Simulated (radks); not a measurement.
The numbers below are computed, except where a source is named.
Effect of the nuclear size on neutral manganese, [Ar] 3d5 4s2. Code: a radial shooting solver on a logarithmic mesh with Libxc functionals. Model: Dirac Kohn-Sham, relativistic LDA (MacDonald-Vosko exchange, VWN5 correlation), spin-unpolarised, spherical densities, finite nucleus; open shells fill j = l - 1/2 first; Fermi nuclear charge, rms radius 3.7057 fm. The rms radius is varied about that value; shifts are against it.

| rms radius (fm) | total energy shift (eV) | density at nucleus (e/bohr^3) | 1s1/2 shift (meV) | 2s1/2 shift (meV) | 3s1/2 shift (meV) |
|---|---|---|---|---|---|
| 3.1795 | -0.0239 | 1.312e+04 | -10.1 | -0.893 | -0.124 |
| 3.5019 | -0.00968 | 1.307e+04 | -4.09 | -0.362 | -0.050 |
| 3.7057 | 0 | 1.304e+04 | 0.000 | 0.000 | 0.000 |
| 3.8354 | 0.00643 | 1.303e+04 | 2.72 | 0.240 | 0.033 |
| 4.5728 | 0.0470 | 1.294e+04 | 19.9 | 1.76 | 0.244 |

Slopes of the eigenvalues against <r^2> in GHz/fm^2, as finite differences over the two radii next to the reference (eigenvalue slopes, not the field-shift constants of lines): 1s1/2 673, 2s1/2 59.5, 3s1/2 8.24.
